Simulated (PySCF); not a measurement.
SMILES C[O][In]([CH3])[OH] (PBE0/def2-SVP optimised geometry):

```
12

In    -0.853    -0.288     0.000
C     -1.955     1.546     0.000
H     -1.243     2.382    -0.021
H     -2.571     1.608     0.907
H     -2.606     1.591    -0.884
O     -1.470    -2.196     0.005
H     -2.429    -2.280     0.007
O      1.141    -0.288     0.000
C      1.933    -1.436     0.006
H      2.580    -1.472    -0.892
H      2.606    -1.442     0.886
H      1.358    -2.382     0.030
```

Computed with PBE0/def2-TZVP, def2 effective core potentials past Kr in PySCF 2.14.0.

### Question
What are the frontier orbital energies and the dipole moment?

### Answer
HOMO-2 -8.28 eV, HOMO-1 -7.42 eV, HOMO -7.11 eV, LUMO -1.07 eV, LUMO+1 -0.65 eV; dipole moment 3.24 D.
